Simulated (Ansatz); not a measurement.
Program: Ansatz. Geometries: PBE0-D4/def2-TZVP. ΔE: electronic, gas phase. CCSD(T)/CBS is the MP2 limit (def2-TZVPP, def2-QZVPP) plus CCSD(T) − MP2 in def2-TZVPP, frozen cores. This one scheme is used for every species. DFT in def2-TZVPP. For Ga outer-core shells are correlated without core-valence functions, which leaves a few kJ/mol of doubt a bond. Scalar relativity is left out up to krypton. One conformer a species, not always the lowest.

Consider the cleavage of the Si–Si bond: `O[Si](F)(F)[SiH3]` + `C[O][Ga]([OH])[SH]` → `C[O][Ga]([SH])[O][SiH3]` + `O[SiH](F)F`.

`O[Si](F)(F)[SiH3]`:

```xyz
9

O     1.004   -1.639   -0.151
Si    0.808   -0.037   -0.305
F     1.938    0.733    0.511
F     1.045    0.400   -1.817
Si   -1.321    0.555    0.427
H     1.829   -2.055   -0.408
H    -1.495    2.022    0.279
H    -1.472    0.175    1.855
H    -2.336   -0.154   -0.392
```

`C[O][Ga]([OH])[SH]`:

Cartesian coordinates in Å:
```
C -0.206 0.031 -1.855
O -0.873 -0.067 -0.621
Ga -0.039 -0.025 0.944
O -1.033 -0.149 2.409
S 2.133 0.162 1.092
H -0.475 0.968 -2.355
H 0.888 0.001 -1.764
H -0.509 -0.800 -2.501
H -1.971 -0.230 2.214
H 2.085 0.110 2.435
```

`C[O][Ga]([SH])[O][SiH3]`:

Z-matrix (Å, degrees):
```
C
O 1 1.409
H 1 1.096 2 111.4
H 1 1.097 2 113.1 3 121.9
H 1 1.094 2 108.4 3 -118.8
Ga 2 1.773 1 123.3 3 -84.6
O 6 1.771 2 120.6 1 -1.9
S 6 2.172 2 120.1 1 178.8
Si 7 1.630 6 143.1 2 6.4
H 8 1.345 6 91.7 2 -0.4
H 9 1.490 7 111.1 6 50.5
H 9 1.490 7 110.9 6 -69.6
H 9 1.485 7 108.9 6 170.5
```

`O[SiH](F)F`:

Z-matrix (Å, degrees):
```
Si
F 1 1.584
F 1 1.584 2 105.5
O 1 1.614 2 111.2 3 -120.7
H 1 1.463 2 110.2 3 118.9
H 4 0.958 1 120.9 2 58.5
```

CCSD(T)/CBS gives -110.4 kJ/mol.

Problem. Another level gave -112.9 kJ/mol. Which?
A. SCS-MP2/def2-TZVPP
B. CCSD(T)/def2-TZVPP
C. PBE-D4/def2-TZVPP
D. HF/def2-TZVPP

Solution. B. CCSD(T)/def2-TZVPP -112.9, PBE-D4 -79.9, SCS-MP2/def2-TZVPP -124.5, HF/def2-TZVPP -138.1 kJ/mol.

Largest T1 diagnostic among the species: 0.014.

In def2-TZVPP, CCSD(T) changes the Hartree–Fock value by +25.2 kJ/mol (the triples alone add +3.3 kJ/mol) and MP2 by +17.5 kJ/mol. From PBE to PBE0 (25 % exact exchange), in def2-TZVPP and without D4, ΔE moves by −11.9 kJ/mol.
